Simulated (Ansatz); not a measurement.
Cost and result for the atomization energy of CH6AsNO, SMILES `CN[AsH]O` (10 atoms, 9 bonds).

Cartesian coordinates in Å:
```
C -0.0830 -0.0559 -1.3008
N 0.6879 -0.6708 -0.2381
As 0.7787 0.0729 1.4207
O -0.9352 0.5471 1.7765
H -1.1644 -0.0633 -1.1227
H 0.1185 -0.5626 -2.2485
H 0.2274 0.9862 -1.4087
H 0.5745 -1.6735 -0.1980
H 1.0803 1.4630 0.8705
H -1.2847 -0.0431 2.4489
```

The species carries charge 0 and has multiplicity 1. Correlated methods include outer-core shells of As, which these sets cover unevenly. Scalar relativity is left out up to krypton. All single points use the PBE0-D4/def2-TZVP geometry. It is one conformer, not always the lowest. Program: Ansatz. All runs use 4 threads of an Arm Neoverse N1 on a shared host. Times are those of one run each, without the atoms' runs, and a repeat can differ threefold. Electronic energies, without spin–orbit coupling; frozen cores. CCSD(T)/CBS adds CCSD(T) − MP2 in def2-TZVPP to the MP2 limit, and its time is that of the two runs behind it. T1 = 0.012. With those shells the extrapolation isn't a true limit. B3LYP takes the VWN-RPA correlation (the form of Gaussian; ORCA's B3LYP/G).

CCSD(T)/CBS is a level of theory with its own doubt, some kJ/mol a heavy atom from the limit and from the frozen cores, so smaller differences don't rank the functionals.

| level | functions | wall time | atomization (kJ/mol) | difference from CCSD(T)/CBS | per bond |
| --- | --- | --- | --- | --- | --- |
| PBE-D4/def2-TZVPP (with forces) | 225 | 3.4 s | 3436.4 | 80.2 | 8.9 |
| PBE0-D4/def2-TZVPP | 225 | 4.1 s | 3340.7 | -15.5 | -1.7 |
| B3LYP-D4/def2-TZVPP (with forces) | 225 | 6.5 s | 3371.5 | 15.3 | 1.7 |
| r2SCAN-D4/def2-TZVPP (with forces) | 225 | 7 s | 3344.1 | -12.1 | -1.3 |
| B2PLYP/def2-TZVPP | 225 | 7.5 s | 3320.0 | -36.2 | -4.0 |
| ωB97X-V/def2-TZVPP | 225 | 11 s | 3380.3 | 24.1 | 2.7 |
| ωB97M-V/def2-TZVPP (with forces) | 225 | 16 s | 3363.8 | 7.6 | 0.8 |
| MP2/def2-QZVPP | 440 | 30 s | 3347.9 | -8.3 | -0.9 |
| CCSD(T)/def2-TZVPP | 225 | 3.7 min | 3251.8 | -104.4 | -11.6 |
| CCSD(T)/CBS(def2) | – | 4.2 min | 3356.2 | 0.0 | 0.0 |

The D4 term adds +29.5 kJ/mol with B3LYP and +15.3 kJ/mol with PBE0; it sums over pairs of atoms, weighted by their polarisabilities, and B3LYP, whose exchange is more repulsive, gets the larger term. From PBE to PBE0 (25 % exact exchange), in def2-TZVPP and without D4, the atomization energy moves by −92.8 kJ/mol: exact exchange takes away binding that semilocal exchange gives to molecules. In def2-TZVPP, CCSD(T) changes the Hartree–Fock value by +1037.6 kJ/mol (the triples alone add +59.0 kJ/mol) and MP2 by +1071.4 kJ/mol; breaking electron pairs costs correlation energy, which Hartree–Fock lacks.
